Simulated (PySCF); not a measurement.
These are ωB97X-D3(BJ)/def2-TZVP // B3LYP-D3(BJ)/def2-TZVP (PySCF) values and carry that method's errors. Gas-phase values, no solvent. Delta-SCF ions had no search for a lower state. 

Reference species (SMILES): `C#CC1CC1` (neutral, multiplicity 1).

```json
{
  "vertical ionisation energy (Delta-SCF)": "9.52 eV",
  "S1 oscillator strength": "0.000",
  "HOMO–LUMO gap": "12.54 eV"
}
```

After one change: the vertical ionisation energy (Delta-SCF) rises by 0.55 eV; the S1 oscillator strength stays essentially unchanged; the HOMO–LUMO gap decreases by 1.28 eV.

**Question.** Name the change that produced these shifts. The new species is one of these.
A) `C#CC`
B) `C#CC(F)F`
C) `C#CC#C`
D) `C#CC(C)=O`

**Answer.** C, `C#CC#C`
